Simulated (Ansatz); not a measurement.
Ansatz (a quantum-chemistry and plane-wave program) input file for SiH3Cl, SMILES [SiH3]Cl, PBE-D3(BJ)/def2-TZVP. 

Ansatz 0.2 input:
```yaml
crystal:
  periodic: [false, false, false]
  atoms:
    - {symbol: Si, position_ang: [-0.00000000, -0.00000000, -0.99188995]}
    - {symbol: Cl, position_ang: [0.00000000, -0.00000000, 1.07443365]}
    - {symbol: H, position_ang: [1.21219283, 0.69985986, -1.45963757]}
    - {symbol: H, position_ang: [-1.21219282, 0.69985986, -1.45963757]}
    - {symbol: H, position_ang: [0.00000000, -1.39971970, -1.45963758]}
basis:
  gaussian:
    orbitals: def2-TZVP
hamiltonian:
  xc: pbe
  dispersion: d3bj
relax: {f_tol: 0.002, max_steps: 200}
```

It prints:

```
WARN ansatz: RAYON_NUM_THREADS=1 ignored (pool sized by the plan → 1); use --threads N
Functional definition: PBE
integrals: 0.02 GiB planned
640 factors; their error is unknown
mean field: 0.19 GiB planned
mean field evaluation 1: about -20440.5356 eV, gradient 1.6e1 eV
mean field evaluation 2: about -20440.9453 eV, gradient 1.3e1 eV
mean field evaluation 4: about -20441.4136 eV, gradient 1.1e0 eV
mean field evaluation 8: about -20441.4084 eV, gradient 4.8e-2 eV
mean field -20441.40842440 eV, -751.2079039123 hartree, gradient 2.8e-5 eV, S^2 0.000000; 0 other end points of the search recorded, 0 dependent functions left out
the calculation of the forces begins
reference -20441.40845922 eV, -751.2079051921 hartree; 17, 17 occupied and 75, 75 virtual orbitals, 640 factors
relax step   1: F+E_penalty+E_count = -20441.48934007 eV  Δ(F+E_penalty+E_count) = +0.000e0 eV  max|allowed force component| = 2.466e-1 eV/Å  Δτ_max = 0.0000 Å  (23 SCF iters, accepted)
these checks for a lower state are left out or cut short: starts, cluster_reference, orbital_swaps, neighbouring_geometries, increment
integrals: 0.02 GiB planned
640 factors; their error is unknown
mean field: 0.19 GiB planned
mean field evaluation 16: about -20441.4208 eV, gradient 5.1e-1 eV
mean field -20441.41377599 eV, -751.2081005796 hartree, gradient 6.7e-5 eV, S^2 0.000000; 0 other end points of the search recorded, 0 dependent functions left out
the calculation of the forces begins
reference -20441.41381086 eV, -751.2081018612 hartree; 17, 17 occupied and 75, 75 virtual orbitals, 640 factors
relax step   2: F+E_penalty+E_count = -20441.49455594 eV  Δ(F+E_penalty+E_count) = -5.216e-3 eV  max|allowed force component| = 7.739e-2 eV/Å  Δτ_max = 0.0094 Å  (25 SCF iters, accepted)
these checks for a lower state are left out or cut short: starts, cluster_reference, orbital_swaps, neighbouring_geometries, increment
integrals: 0.02 GiB planned
640 factors; their error is unknown
mean field: 0.19 GiB planned
mean field -20441.41427347 eV, -751.2081188616 hartree, gradient 2.6e-5 eV, S^2 0.000000; 0 other end points of the search recorded, 0 dependent functions left out
the calculation of the forces begins
reference -20441.41430836 eV, -751.2081201440 hartree; 17, 17 occupied and 75, 75 virtual orbitals, 640 factors
relax step   3: F+E_penalty+E_count = -20441.49502769 eV  Δ(F+E_penalty+E_count) = -4.718e-4 eV  max|allowed force component| = 8.124e-3 eV/Å  Δτ_max = 0.0043 Å  (22 SCF iters, accepted)
these checks for a lower state are left out or cut short: starts, cluster_reference, orbital_swaps, neighbouring_geometries, increment
integrals: 0.02 GiB planned
640 factors; their error is unknown
mean field: 0.19 GiB planned
mean field evaluation 32: about -20441.4143 eV, gradient 5.7e-5 eV
mean field -20441.41427313 eV, -751.2081188493 hartree, gradient 5.7e-5 eV, S^2 0.000000; 0 other end points of the search recorded, 0 dependent functions left out
the calculation of the forces begins
reference -20441.41430802 eV, -751.2081201314 hartree; 17, 17 occupied and 75, 75 virtual orbitals, 640 factors
relax step   4: F+E_penalty+E_count = -20441.49502349 eV  Δ(F+E_penalty+E_count) = +4.196e-6 eV  max|allowed force component| = 1.777e-2 eV/Å  Δτ_max = 0.0014 Å  (18 SCF iters, rejected (line search))
these checks for a lower state are left out or cut short: starts, cluster_reference, orbital_swaps, neighbouring_geometries, increment
integrals: 0.02 GiB planned
640 factors; their error is unknown
mean field: 0.19 GiB planned
mean field -20441.41428317 eV, -751.2081192181 hartree, gradient 2.7e-5 eV, S^2 0.000000; 0 other end points of the search recorded, 0 dependent functions left out
the calculation of the forces begins
reference -20441.41431806 eV, -751.2081205003 hartree; 17, 17 occupied and 75, 75 virtual orbitals, 640 factors
relax step   5: F+E_penalty+E_count = -20441.49503158 eV  Δ(F+E_penalty+E_count) = -3.887e-6 eV  max|allowed force component| = 1.495e-3 eV/Å  Δτ_max = 0.0006 Å  (19 SCF iters, accepted)
integrals: 0.02 GiB planned
640 factors; their error is unknown
mean field: 0.19 GiB planned
mean field -20441.41428317 eV, -751.2081192181 hartree, gradient 2.7e-5 eV, S^2 0.000000; 1 other end points of the search recorded, 0 dependent functions left out
the calculation of the forces begins
reference -20441.41431806 eV, -751.2081205003 hartree; 17, 17 occupied and 75, 75 virtual orbitals, 640 factors
Total energy: -20441.49506647 eV, -751.2110879497 hartree
Atom 0 at     0.000000     0.000000    -0.987969 Å, force    -0.000001    -0.000000     0.000789 eV/Å
Atom 1 at    -0.000003    -0.000002     1.080036 Å, force     0.000000     0.000000    -0.001495 eV/Å
Atom 2 at     1.223396     0.706328    -1.462816 Å, force    -0.000047    -0.000027     0.000235 eV/Å
Atom 3 at    -1.223396     0.706332    -1.462810 Å, force     0.000047    -0.000027     0.000235 eV/Å
Atom 4 at     0.000003    -1.412658    -1.462810 Å, force     0.000000     0.000055     0.000235 eV/Å
Dipole moment:     0.000003     0.000002    -0.251112 e Å
```

The run converged.

Cost: very roughly 7 core-seconds.
